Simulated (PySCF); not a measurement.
# Working out the ionisation energy of Cd²⁺

Cd²⁺ [Kr] 4d10 (1S) → Cd³⁺ [Kr] 4d9 (2D). All numbers are calculated (PySCF 2.14, a scalar-relativistic core potential, in cc-pVDZ-PP with ECP28MDF (4s4p3d1f, 38 functions)). Frozen: 4s2 4p6. Energies in hartree (1 hartree = 27.21139 eV):

```csv
part,Cd²⁺ (lower),Cd³⁺ (upper)
UHF,-165.996136,-164.674888
MP2 opposite-spin,-0.164965,-0.130418
MP2 same-spin,-0.098025,-0.078440
```

**Question.** What does Hartree-Fock give?

**Answer.** (-164.674888) − (-165.996136) = 1.321248 hartree = 35.953 eV.

**Question.** What do MP2 and SCS-MP2 (6/5 opposite-spin, 1/3 same-spin) give?

**Answer.** The opposite-spin parts differ by 0.940 eV and the same-spin parts by 0.533 eV. MP2: 35.953 + (0.940) + (0.533) = 37.426 eV. SCS-MP2: 35.953 + 1.2 × (0.940) + (0.533)/3 = 37.259 eV.

Reference: 37.468 ± 0.006 eV (measured; NIST Atomic Spectra Database, ionization energies), between the lowest levels; spin-orbit coupling is absent from the calculation.

A double-zeta basis recovers only part of the correlation energy.

What remains against the reference includes basis incompleteness, the frozen core and correlation beyond second order.
